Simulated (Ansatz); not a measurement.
Geometry optimisation, RKS B3LYP-D4/def2-SVP in Ansatz.

Input file:

```yaml
crystal:
  periodic: [false, false, false]
  atoms:
    - { symbol: Ti, position_ang: [-0.476591, -0.00715, -0.692972] }
    - { symbol: Cl, position_ang: [0.577749, 0.177166, 2.731761] }
    - { symbol: "N", position_ang: [1.314345, -0.03674, -0.309921] }
    - { symbol: H, position_ang: [1.839595, -0.881336, -0.090409] }
    - { symbol: H, position_ang: [1.832127, 0.79533, -0.031091] }
    - { symbol: Cl, position_ang: [-0.825238, 1.86549, -1.766241] }
    - { symbol: Cl, position_ang: [-0.823832, -1.805919, -1.888313] }
    - { symbol: F, position_ang: [-1.628929, -0.071513, 0.691127] }
    - { symbol: H, position_ang: [-0.728226, -0.035328, 2.60276] }
basis:
  gaussian: { orbitals: def2-SVP }
hamiltonian:
  xc: b3lyp
  dispersion: d4
relax:
  f_tol: 0.03
  max_steps: 50
```

Command:

```bash
$ ansatz run input.yaml --threads 4 --pin off --max-ram 5120MiB --backend cpu --events-out ev --progress --plain --runs-dir out
```

**Question.** Where does it end, and by what steps?

**Answer.** It converged. The force dipped under the threshold on the way, but the program's further checks kept it going. After 22 steps the energy has fallen by 0.338 eV; H5 moved furthest, 1.19 Å.

| step | energy less start (eV) | largest force component (eV/Å) | accepted |
| --- | --- | --- | --- |
| 0 | 0.0000 | 1.024 | yes |
| 1 | -0.1153 | 1.036 | yes |
| 2 | -0.1792 | 0.365 | yes |
| 3 | -0.2086 | 0.204 | yes |
| 4 | -0.2131 | 0.554 | yes |
| 5 | -0.2247 | 0.690 | yes |
| 6 | -0.2656 | 0.141 | yes |
| 7 | -0.2850 | 0.174 | yes |
| 8 | -0.2727 | 0.935 | no |
| 9 | -0.2992 | 0.162 | yes |
| 10 | -0.3122 | 0.143 | yes |
| 11 | -0.3204 | 0.402 | yes |
| 12 | -0.3239 | 0.380 | yes |
| 13 | -0.3260 | 0.354 | yes |
| 14 | -0.3223 | 0.492 | no |
| 15 | -0.3349 | 0.026 | yes |
| 16 | -0.3350 | 0.104 | yes |
| 17 | -0.3356 | 0.066 | yes |
| 18 | -0.3362 | 0.007 | yes |
| 19 | -0.3370 | 0.048 | yes |
| 20 | -0.3373 | 0.047 | yes |
| 21 | -0.3375 | 0.032 | yes |
| 22 | -0.3377 | 0.024 | yes |

```xyz
9
Properties=species:S:1:pos:R:3
Ti -0.513 -0.051 -0.776
Cl 0.569 0.265 3.141
N 1.227 -0.102 -0.226
H 2.051 -0.211 -0.817
H 1.469 -0.008 0.766
Cl -0.805 1.696 -2.080
Cl -0.954 -1.886 -1.903
F -1.447 0.078 0.712
H -0.517 0.217 2.430
```

Whether the end is a true minimum wasn't checked by a vibrational analysis.

The run took 76 s on 4 threads of Arm Neoverse V1 (shared host), peak memory 0.39 GiB.
